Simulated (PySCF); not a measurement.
C2H6FIn, SMILES [In]([F])([CH3])[CH3]. Geometry optimised at PBE-D3(BJ)/def2-SVP. The structure was generated by enumeration; whether it is a known compound was not checked. The def2 effective core potentials stand for the cores of In; spin–orbit coupling is left out.

Computed equilibrium geometry at PBE-D3(BJ)/def2-SVP (PySCF confirms it by a frequency run) as bond lengths and angles, and its point group:
point group C2.
Atoms: In1 F2 C3 H4 H5 H6 C7 H8 H9 H10. Bonded distances (Å): In1–F2 2.006, In1–C3 2.164, In1–C7 2.164, C3–H4 1.106, C3–H5 1.107, C3–H6 1.107, C7–H8 1.106, C7–H9 1.107, C7–H10 1.107. Bond angles (°): F2–In1–C3 108.7, F2–In1–C7 108.7, C3–In1–C7 142.5, In1–C3–H4 111.7, In1–C3–H5 108.2, In1–C3–H6 108.2, H4–C3–H5 109.9, H4–C3–H6 109.9, H5–C3–H6 108.8, In1–C7–H8 111.7, In1–C7–H9 108.2, In1–C7–H10 108.2, H8–C7–H9 109.9, H8–C7–H10 109.9, H9–C7–H10 108.8.
